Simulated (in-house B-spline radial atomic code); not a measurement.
How numerical settings move a run on Br4+, [Ar] 3d10 4s2 4p1. Computed with a B-spline radial code for spherical atoms: Dirac-Kohn-Sham PBE0, spherical fractional occupations, Fermi nucleus of rms radius 4.1629 fm.

Command:
```bash
python run_scf.py task.json out
```
Settings of the sound reference run:
```
Z                35
electrons        31
configuration    [Ar] 3d10 4s2 4p1
hamiltonian      dirac
method           pbe0
spin_polarised   False
nucleus          fermi
rms_radius       4.1629
mass_number      79
atomic_mass      78.91834
speed_of_light   137.036
knot_spacing     0.22
spline_order     8
gauss_points     12
box_radius       12.77
max_iterations   70
damping          0.5
damped_steps     3
diis_vectors     10
tolerance        1e-08
start            Thomas-Fermi
```

Cost of the run: 1.4 s on 1 thread of Arm Neoverse V1 (shared host).

It converges in 9 iterations to -2602.305792 hartree, with 4p3/2 at -51.0343 eV. The other runs change the listed settings, some to values that make no sense; their results aren't properties of the atom or ion. Radii are in bohr (the nuclear one in fm), a minus after a letter asks for a j subshell, and «unchanged» means within 1e-8 hartree. The run stops when the residual is below 10 × tolerance × max(1, Z/10), or a noise floor if that is larger, and the energy moves by less than 1e-8 × √|E| hartree; so very loose and very tight tolerances often act alike.

```tsv
changed settings	outcome
method = hf, speed_of_light = 17.4995	stopped with error: Z/c is past the critical charge
gauss_points = 6, first_knot = 2.86e-05, max_iterations = 100, tolerance = 1e-06	converged in 8 iterations, energy +3.65e-07 hartree from the reference, 4p3/2 level +1.5e-05 eV
electrons = 34, configuration = [Ar] 3d10 4s2 4p1 5s3, max_iterations = 60	stopped with error: shell 5s holds at most 2 electrons
max_iterations = 5	not converged after 5 iterations, last residual 1.7e-03, last energy +6.52e-05 hartree from the reference
max_iterations = 75, diis_vectors = 20, start = bare nucleus	converged in 10 iterations, energy unchanged, 4p3/2 level +3.3e-07 eV
max_iterations = 2	not converged after 2 iterations, last residual 3.3e-01, last energy +1.81e+00 hartree from the reference
damping = 0	converged in 10 iterations, energy unchanged, 4p3/2 level -3.9e-07 eV
first_knot = 0.00857	converged in 9 iterations, energy +1.91e-02 hartree from the reference, 4p3/2 level +1.7e-03 eV
first_knot = 0.0286	converged in 9 iterations, energy +4.80e-01 hartree from the reference, 4p3/2 level +2.5e-02 eV
damping = 0.95	converged in 10 iterations, energy unchanged, 4p3/2 level -4.9e-07 eV
first_knot = 0.000286	converged in 9 iterations, energy +1.91e-04 hartree from the reference, 4p3/2 level -1.8e-06 eV
first_knot = 0.00286, max_iterations = 50, diis_vectors = 20	converged in 9 iterations, energy +2.89e-03 hartree from the reference, 4p3/2 level +1.3e-04 eV
electrons = 32, configuration = [Ar] 3d10 4s2 4p1 5s-1, max_iterations = 60	stopped with error: j subshells need the Dirac Hamiltonian and l > 0
first_knot = 0.0857	converged in 9 iterations, energy +6.94e+00 hartree from the reference, 4p3/2 level +4.7e-01 eV
damping = 0.8	converged in 9 iterations, energy unchanged, 4p3/2 level +3.4e-06 eV
```

What happens with first_knot = 2.86e-06?

Converged in 9 iterations, energy +2.55e-07 hartree from the reference, 4p3/2 level -3.1e-06 eV.

What happens with max_iterations = 12?

Converged in 9 iterations, energy unchanged.

What happens with max_iterations = 3?

Not converged after 3 iterations, last residual 3.4e-02, last energy +2.23e-02 hartree from the reference.

What happens with damping = 0.2?

Converged in 9 iterations, energy unchanged, 4p3/2 level +3.5e-06 eV.
